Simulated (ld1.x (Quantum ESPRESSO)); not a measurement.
## Configuration tests for zinc (PAW)

```
Element                 : Zn
Generator               : ld1.x (Quantum ESPRESSO) 7.5
Type                    : PAW
Functional              : PBE
Relativity              : scalar-relativistic
Frozen core             : [Ar]
Valence charge          : 12
Reference configuration : 3d9 4s0 4p0 (charge +3)
Partial waves           : 4s (bound, empty): rcut 1.75, rcutus 1.90 bohr; 4s channel at 0.05 Ry: rcut 1.75, rcutus 1.90 bohr; 4p (bound, empty): rcut 0.65, rcutus 0.80 bohr; 4p channel at -0.3 Ry: rcut 0.65, rcutus 0.80 bohr; 3d (bound): rcut 0.80, rcutus 0.90 bohr; 3d channel at -1.9 Ry: rcut 0.80, rcutus 0.90 bohr
Local potential         : all-electron potential smoothed inside 1.25 bohr (lloc = -1)
Core correction         : Bessel-smoothed model core inside 0.60 bohr
Augmentation charge     : BG, radius 0.50 bohr
```

Energies are relative to the spin-unpolarised reference configuration 3d9 4s0 4p0; without spin polarisation the order of configurations can differ from experiment. Not all tests gave a result: test run stopped at test 6 of 7 (negative rho), 1 before it not solved. Left out of the table: 3d10 4s1 4p1 (solver errors, printed error -2.9 eV).

```tsv
valence configuration	charge	ΔE all-electron (eV)	error AE − PS (meV)
3d10 4s2 4p0	0	-68.865	-104
3d10 4s1 4p0	+1	-58.977	-153
3d10 4s1.5 4p0	+0.5	-64.924	-131
```

**Question.** What are ΔE and the potential's error for 3d10 4s0 4p0?

**Answer.** ΔE = -40.534 eV all-electron; the error (AE − PS) is -170 meV.

Levels in the configuration 3d10 4s1.5 4p0:

```json
{"level": "3d", "all-electron (eV)": "-14.739", "pseudo (eV)": "-14.499"}
{"level": "4s", "all-electron (eV)": "-9.840", "pseudo (eV)": "-9.890"}
```

Note: ghost state, extra bound levels that the all-electron valence spectrum of the same l lacks: p at -125.0 eV. A true bound ghost makes a file unfit for plane-wave use. The 4p radius (0.80 bohr) lies inside the outermost node of the all-electron wave (0.89 bohr), which a nodeless pseudo-wave cannot match soundly.
